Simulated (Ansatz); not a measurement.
```xyz
10

C    -0.1187    0.2617    1.5954
Si    0.6441   -0.4238    0.0199
Ga   -0.5560    0.1385   -1.9978
H     0.4676   -0.0262    2.4709
H    -1.1362   -0.1127    1.7282
H    -0.1661    1.3524    1.5604
H     0.7364   -1.9121    0.1154
H     2.0479    0.0707   -0.1123
H    -1.8693    1.0114   -1.9764
H    -0.0496   -0.3599   -3.4038
```

Total charge 0; spin multiplicity 1.

List the CAM-B3LYP/def2-TZVPP orbital energies in eV (Ansatz 0.2.0). (Estimate.)

Ansatz gave: Occupied: -10139.55, -1800.59, -1251.24, -1108.54, -1108.42, -1108.42, -278.41, -151.50, -145.19, -105.02, -104.69, -104.68, -100.51, -100.51, -100.49, -24.78, -24.64, -24.63, -24.49, -24.43, -21.30, -16.11, -13.76, -13.08, -12.90, -10.78, -10.68, -9.76, -8.57. Lowest empty: -1.09, 1.22, 1.78, 2.55, 2.78, 3.03, 3.34, 3.73.
